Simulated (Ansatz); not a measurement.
Species: 1-methylselanylbutane, C5H12Se (charge 0, singlet). 
Geometry from a B3LYP-D3(BJ)/def2-TZVP (Ansatz, an electronic-structure program) optimisation:
```xyz
18

C     -3.9922     0.4965    -0.1159
C     -2.6416     0.8714     0.4875
C     -1.4806     0.0953    -0.1353
C     -0.1374     0.4726     0.4695
Se     1.3205    -0.5571    -0.3701
C      2.7865     0.2233     0.6733
H     -4.8046     1.0622     0.3435
H     -4.0115     0.6970    -1.1897
H     -4.2039    -0.5659     0.0253
H     -2.6583     0.6900     1.5669
H     -2.4672     1.9444     0.3600
H     -1.6516    -0.9777    -0.0059
H     -1.4603     0.2781    -1.2140
H     -0.1174     0.2627     1.5395
H      0.0758     1.5314     0.3189
H      2.6458     0.0160     1.7320
H      3.7059    -0.2464     0.3306
H      2.8407     1.2961     0.5004
```

Computed values are from Ansatz. Valence correlation only, unless marked. Open shells are spin-unrestricted. Spin-orbit coupling is left out. The frozen core is the preceding noble-gas configuration, with the filled d and f shells of earlier blocks. Non-relativistic. CBS(X,Y): correlation extrapolated as X^-3; Hartree-Fock from the larger set.

Problem. What is the T1 diagnostic at CCSD/cc-pVQZ?

Solution. 0.009.

Problem. What is the dipole moment at CCSD(T)/aug-cc-pVDZ?

Solution. 1.64 D.

Problem. What is the total energy at CCSD(T)/CBS(cc-pVTZ,cc-pVQZ)?

Solution. -2597.5624 Eh.

Problem. What is the atomisation energy De at CCSD(T)/CBS(cc-pVTZ,cc-pVQZ)?

Solution. 6830.5 kJ/mol.
